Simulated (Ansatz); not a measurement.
Geometry optimisation, RKS B3LYP-D4/def2-SVP in Ansatz.

The input (input.yaml):

```yaml
crystal:
  periodic: [false, false, false]
  atoms:
    - { symbol: B, position_ang: [0.43102, -2.05837, 0.41064] }
    - { symbol: Ga, position_ang: [0.73446, 0.03182, 0.21626] }
    - { symbol: S, position_ang: [-1.3297, 1.37277, -0.72977] }
    - { symbol: H, position_ang: [1.3445, -2.78274, 0.44607] }
    - { symbol: H, position_ang: [-0.67758, -2.42098, 0.45584] }
    - { symbol: H, position_ang: [1.60298, 1.37592, 0.33213] }
    - { symbol: H, position_ang: [-1.45655, 0.71417, -1.89018] }
    - { symbol: H, position_ang: [-2.27562, 0.63255, -0.13562] }
total_charge: 1
basis:
  gaussian: { orbitals: def2-SVP }
hamiltonian:
  xc: b3lyp
  dispersion: d4
relax:
  f_tol: 0.015
  max_steps: 40
```

Command:

```bash
$ ansatz run input.yaml --threads 1 --pin off --max-ram 2048MiB --backend cpu --events-out ev --progress --plain --runs-dir out
```

**Question.** Where does it end, and by what steps?

**Answer.** It converged. Limits of this set-up: the dipole of an ion depends on the origin. After 27 steps the energy has fallen by 0.245 eV; H5 moved furthest, 1.43 Å.

```
step  energy less start (eV)  largest force component (eV/Å)  accepted
   0                  0.0000                           0.835       yes
   1                  0.0043                           0.794        no
   2                 -0.0727                           0.262       yes
   3                 -0.0912                           0.128       yes
   4                 -0.1068                           0.282       yes
   5                 -0.1339                           0.139       yes
   6                 -0.1499                           0.329       yes
   7                 -0.1467                           0.542        no
   8                 -0.1649                           0.197       yes
   9                 -0.1749                           0.122       yes
  10                 -0.1856                           0.211       yes
  11                 -0.1938                           0.240       yes
  12                 -0.2064                           0.268       yes
  13                 -0.2068                           0.368       yes
  14                 -0.2071                           0.583       yes
  15                 -0.2342                           0.126       yes
  16                 -0.1977                           0.465        no
  17                 -0.2397                           0.046       yes
  18                 -0.2353                           0.138        no
  19                 -0.2418                           0.024       yes
  20                 -0.2429                           0.075       yes
  21                 -0.2421                           0.154        no
  22                 -0.2436                           0.049       yes
  23                 -0.2442                           0.028       yes
  24                 -0.2445                           0.055       yes
  25                 -0.2446                           0.066       yes
  26                 -0.2447                           0.035       yes
  27                 -0.2448                           0.015       yes
```

```xyz
8
Properties=species:S:1:pos:R:3
B 0.351 -2.010 0.634
Ga 0.701 0.008 0.226
S -1.543 0.989 -0.522
H 0.519 -2.816 -0.239
H -0.033 -2.320 1.728
H 1.546 1.307 0.144
H -1.108 1.718 -1.583
H -2.060 -0.010 -1.282
```

Whether the end is a true minimum wasn't checked by a vibrational analysis.

Time of the run: 120 s on 1 thread of Arm Neoverse V1 (shared host), peak memory 0.18 GiB.
